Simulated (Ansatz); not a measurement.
This Ansatz (an electronic-structure program) input (PBE0/6-31G) gives -37.79110 Eh with 9 basis functions.

Ansatz 0.2 input:
```yaml
crystal:
  periodic: [false, false, false]
  atoms:
    - {symbol: C, position_ang: [0.00000000, 0.00000000, 0.00000000]}
basis:
  gaussian:
    orbitals: 6-31G
hamiltonian:
  xc: {name: PBE0}
magnetization: {spin_polarized: true, initial_magnetization: 2}
scf: {lower_state_search: full}
```

Change:
```diff
- orbitals: 6-31G
+ orbitals: STO-3G
```

Task: What does the run give now?

Result: -37.30347 Eh (PBE0/STO-3G, 5 functions), a change of +487.63 mEh.
